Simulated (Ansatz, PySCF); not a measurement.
The pair A = CH3F (SMILES CF) (first 5 atoms), B = GeH4 (SMILES [GeH4]); geometry from B3LYP-D3(BJ)/def2-TZVP.
(charge 0, multiplicity 1):
```json
[
 {"atom": "C", "x (Å)": "-0.4328", "y (Å)": "-0.0378", "z (Å)": "-0.1556"},
 {"atom": "F", "x (Å)": "0.7652", "y (Å)": "-0.1711", "z (Å)": "0.5400"},
 {"atom": "H", "x (Å)": "-1.0189", "y (Å)": "0.7562", "z (Å)": "0.3078"},
 {"atom": "H", "x (Å)": "-0.2067", "y (Å)": "0.2142", "z (Å)": "-1.1919"},
 {"atom": "H", "x (Å)": "-0.9733", "y (Å)": "-0.9831", "z (Å)": "-0.1045"},
 {"atom": "Ge", "x (Å)": "-0.0593", "y (Å)": "-0.1959", "z (Å)": "3.6825"},
 {"atom": "H", "x (Å)": "-0.3599", "y (Å)": "1.1764", "z (Å)": "3.0623"},
 {"atom": "H", "x (Å)": "1.4440", "y (Å)": "-0.4874", "z (Å)": "3.6182"},
 {"atom": "H", "x (Å)": "-0.8412", "y (Å)": "-1.2811", "z (Å)": "2.9277"},
 {"atom": "H", "x (Å)": "-0.5163", "y (Å)": "-0.1876", "z (Å)": "5.1521"}
]
```

Cores are frozen in the correlated methods. Filled d and f shells under p-block atoms count as core. CBS: X⁻³ extrapolation of the correlation energy, Hartree–Fock from the larger set. MP2 and its Hartree–Fock in aug-cc-pVTZ are density fitted.

Programs: Ansatz (Gaussian orbitals); PySCF for the dispersion terms. Each number belongs to the level named beside it.

The monomers are drawn apart, rigid, along the line of their centres of mass. Counterpoise-corrected interaction energies (kcal/mol):

| level | R = 4.777 Å | R = 6.076 Å |
|---|---|---|
| PBE/def2-TZVPPD | -0.2353 | -0.0431 |
| PBE-D3(BJ)/def2-TZVPPD | -0.4846 | -0.1065 |
| wB97M-V/def2-TZVPPD | -0.4251 | -0.1034 |
| MP2/CBS(aug-cc-pVDZ, aug-cc-pVTZ) + ΔCCSD(T)/aug-cc-pVDZ | -0.4213 | -0.1056 |

### Question
R is the distance of the centres of mass. Find the local exponent m of E ∝ R⁻ᵐ between the two points.

### Answer

m = ln(E₁/E₂)/ln(R₂/R₁): PBE/def2-TZVPPD 7.0; PBE-D3(BJ)/def2-TZVPPD 6.3; wB97M-V/def2-TZVPPD 5.9; MP2/CBS(aug-cc-pVDZ, aug-cc-pVTZ) + ΔCCSD(T)/aug-cc-pVDZ 5.7. For scale, two fixed dipoles give m = 3, dipole and quadrupole 4, quadrupoles 5, and dispersion or dipole-induced dipole 6 at long range; at these distances several terms mix, and what is left of overlap and damping shifts m, so it need not match one of them.

Ansatz is a program for electronic structure.
